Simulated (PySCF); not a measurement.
## Ar(4+): ionisation energy

Ar(4+) [Ne] 3s2 3p2 (3P) → Ar(5+) [Ne] 3s2 3p1 (2P), as a difference of total energies. Computed with PySCF 2.14 in an uncontracted even-tempered set (18 s from 0.09 bohr⁻², ratio 2.5; 13 p from 0.12 bohr⁻², ratio 2.5; 5 d from 1.2 bohr⁻², ratio 2.7; 5 f from 1.8 bohr⁻², ratio 2.7), with the non-relativistic Hamiltonian (point nucleus). Correlated levels: outer shells: 1s2 frozen; virtual orbitals above 40 to 60 times the deepest correlated orbital energy dropped. The calculations carry no spin-orbit coupling.

```
                method  ionisation energy (eV)
                   UHF                  73.924
                   LDA                  74.769
                   PBE                  74.720
                  PBE0                  74.760
                r2SCAN                  74.943
               r2SCAN0                  74.907
                   M06                  74.602
    MP2 (outer shells)                  74.460
SCS-MP2 (outer shells)                  74.347
```

Q: How much does correlation contribute at MP2 (outer shells)?

A: 74.460 − (73.924) = 0.536 eV, measured against UHF.

A first-order spin-orbit estimate (lowest level to lowest level, LS coupling) adds -0.015 eV.

For comparison: 74.84 ± 0.17 eV (semi-empirical (NIST evaluation); NIST Atomic Spectra Database, ionization energies).
